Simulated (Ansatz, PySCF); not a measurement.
Species: Si2H3Cl2, net charge 0, doublet state. SMILES: Cl[SiH][SiH2]Cl
Geometry from a B3LYP-D3(BJ)/def2-TZVP (Ansatz, a quantum-chemistry and plane-wave program) optimisation:
```xyz
7

Cl     2.3247    -1.3550    -0.0839
Si     1.1177     0.3050     0.2451
Si    -1.1104    -0.3105    -0.1441
Cl    -2.2548     1.4041     0.0775
H      1.5942     1.3899    -0.6533
H     -1.3368    -0.8429    -1.5070
H     -1.5479    -1.3055     0.8562
```
Charge 0, spin multiplicity 2.

Unscaled harmonic wavenumbers (cm⁻¹) in rising order, each level at the stationary point that it reaches from this structure (no distance between atoms moves by over 0.3 Å); the order of modes can differ between levels, and a negative number is imaginary. B3LYP-D3(BJ)/def2-TZVP (PySCF, at the structure above): 37, 75, 152, 389, 421, 523, 534, 577, 671, 725, 817, 947, 2181, 2218, 2246.

HF/3-21G (Ansatz): 42, 76, 153, 410, 419, 466, 476, 587, 712, 755, 848, 981, 2313, 2340, 2364. Zero-point energy 18.5 against 17.9 kcal/mol; where all levels lie over 400 cm⁻¹, the wavenumbers are on average 1.013 times those of B3LYP-D3(BJ)/def2-TZVP.

HF/6-31G* (Ansatz): 40, 92, 169, 446, 468, 555, 575, 640, 745, 801, 908, 1035, 2387, 2411, 2425. Zero-point energy 19.6 against 17.9 kcal/mol; where all levels lie over 400 cm⁻¹, the wavenumbers are on average 1.094 times those of B3LYP-D3(BJ)/def2-TZVP.

B3LYP/6-31G* (Ansatz): 37, 79, 153, 396, 422, 520, 533, 584, 679, 735, 830, 947, 2207, 2244, 2274. Zero-point energy 18.1 against 17.9 kcal/mol; where all levels lie over 400 cm⁻¹, the wavenumbers are on average 1.008 times those of B3LYP-D3(BJ)/def2-TZVP.
